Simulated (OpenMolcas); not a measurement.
## Mn IV: effect of the level shift or regulariser

```json
{
 "Program": "OpenMolcas 26.06",
 "Basis": "ANO-RCC-VTZP [6s5p3d2f1g]",
 "Scalar Hamiltonian": "DKH2, point nucleus",
 "Active space": "4 electrons in 5 orbitals (3d)",
 "State averaging": "2S+1 = 5 even, 5 roots; 2S+1 = 3 even, 45 roots; 2S+1 = 1 even, 50 roots",
 "Spin-orbit coupling": "RASSI with atomic mean-field integrals over the reference wave functions, term energies averaged over their components"
}
```

Methods on the same reference wave functions:
A. CASSCF
B. MS-CASPT2, IPEA 0.25 Eh, imaginary shift 0.1 Eh (closed shells correlated: 3s 3p)
C. MS-CASPT2, IPEA 0.25 Eh, real shift 0.2 Eh (closed shells correlated: 3s 3p)
D. MS-CASPT2, IPEA 0.25 Eh, sigma2 regulariser 0.3 Eh (closed shells correlated: 3s 3p)

Energies in cm⁻¹ above 3d⁴ ⁵D₀, the measured ground level; measured values from Corliss and Sugar, J. Phys. Chem. Ref. Data 6, 1253 (1977).

| Level | A | B | C | D | Measured |
| --- | --- | --- | --- | --- | --- |
| 3d⁴ ⁵D₀ | 0.0 | 0.0 | 0.0 | 0.0 | 0.0 |
| 3d⁴ ⁵D₁ | 101 | 103 | 103 | 103 | 99.0 |
| 3d⁴ ⁵D₂ | 299 | 303 | 303 | 303 | 287 |
| 3d⁴ ⁵D₃ | 586 | 591 | 591 | 591 | 552 |
| 3d⁴ ⁵D₄ | 954 | 957 | 957 | 957 | 886 |
| 3d⁴ ³H₄ | 23651 | 21570 | 21580 | 21570 | 21281 |
| 3d⁴ ³H₅ | 23859 | 21790 | 21800 | 21790 | 21475 |
| 3d⁴ ³H₆ | 24094 | 22040 | 22040 | 22040 | 21679 |
| 3d⁴ ³P₀(1) | 25487 | 20800 | 20820 | 20800 | 20654 |
| 3d⁴ ³P₁(1) | 26081 | 21420 | 21430 | 21420 | 21279 |
| 3d⁴ ³P₂(1) | 27151 | 22490 | 22500 | 22490 | 22325 |
| 3d⁴ ³F₂(1) | 27211 | 23080 | 23090 | 23080 | 22791 |
| 3d⁴ ³F₃(1) | 27280 | 23160 | 23170 | 23160 | 22862 |
| 3d⁴ ³F₄(1) | 27393 | 23280 | 23290 | 23280 | 22959 |
| 3d⁴ ³G₃ | 29815 | 25960 | 25970 | 25960 | 25440 |
| 3d⁴ ³G₄ | 30067 | 26220 | 26230 | 26220 | 25671 |
| 3d⁴ ³G₅ | 30280 | 26450 | 26460 | 26450 | 25878 |
| 3d⁴ ¹I₆ | 35551 | 32660 | 32670 | 32660 |  |
| 3d⁴ ¹G₄(1) | 37492 | 32030 | 32040 | 32030 |  |
| 3d⁴ ³D₃ | 38495 | 32110 | 32120 | 32110 | 31385 |
| 3d⁴ ³D₂ | 38577 | 32190 | 32210 | 32190 | 31474 |
| 3d⁴ ³D₁ | 38667 | 32280 | 32300 | 32280 | 31581 |
| 3d⁴ ¹S₀(1) | 43514 | 34590 | 34610 | 34590 |  |
| 3d⁴ ¹D₂(1) | 46532 | 40750 | 40770 | 40750 |  |

Deviations, from unrounded energies. A percentage is the sum of absolute deviations over the sum of measured energies, with the sign that they share, or ± where signs differ.

| Against measurement | Levels | A | B | C | D |
| --- | --- | --- | --- | --- | --- |
| mean absolute deviation (cm-1) | 19 | 3700 | 330 | 340 | 330 |
| fine structure of the ground term (%) | 4 | +6.3 | +7.1 | +7.1 | +7.1 |
| other terms of the ground configuration (%) | 15 | +18.8 | +1.7 | +1.7 | +1.7 |

B, C, D lie about equally close to measurement and A furthest from it. The largest miss of D in the table is 3d⁴ ³D₃, by +720 cm-1. The ranking rests on the paired levels alone, and a cruder setting can come out closer through cancelling errors.

Among B to D the level of the table that moves most is 3d⁴ ¹S₀(1), by 24 cm-1 (lowest in D, highest in C). Moves below CASPT2's spread within the term are not significant.

The two smallest mean deviations differ by little beside CASPT2's spread within terms, so their order carries little weight.

From A to B the spin-free energies of the other terms of 3d⁴ shown, above ⁵D, scale by factors of 0.79 to 0.92, as is usual when dynamic correlation screens the repulsion within a d or f shell.

The lowest spin-free term lies below A's lowest term by 0.368 hartree in B, 0.368 hartree in C, 0.368 hartree in D.

CASPT2 does not keep the components of a term degenerate, so their means are used; among the terms shown or strongly mixed into the levels shown the widest spread is 1200 cm-1 (3d⁴ ¹I, D). Without dynamic correlation excited terms often stand tens of per cent too high (terms of higher spin than the ground term too low), and those without a measured partner can miss by more than the paired ones (holds for A). The CASPT2 spread within a term exceeds the gap to the next term for 3d⁴ ³H and 3d⁴ ³P(1), 3d⁴ ¹G(1) and 3d⁴ ³D, 3d⁴ ³D and 3d⁴ ¹I, so the order of their levels is uncertain (holds for B; C; D). Measured partners are found by configuration, term and J. A level has none where our copy of the source lacks it or the pairing is in doubt (some pairs that miss far off the trend of their configuration count as doubtful), and it then counts in no deviation. Levels of configurations outside the active space are missing. Levels that lie high or do not pair safely by name in every column are left out.

A number in round brackets counts repeated terms of one configuration in the order of the reference energies.
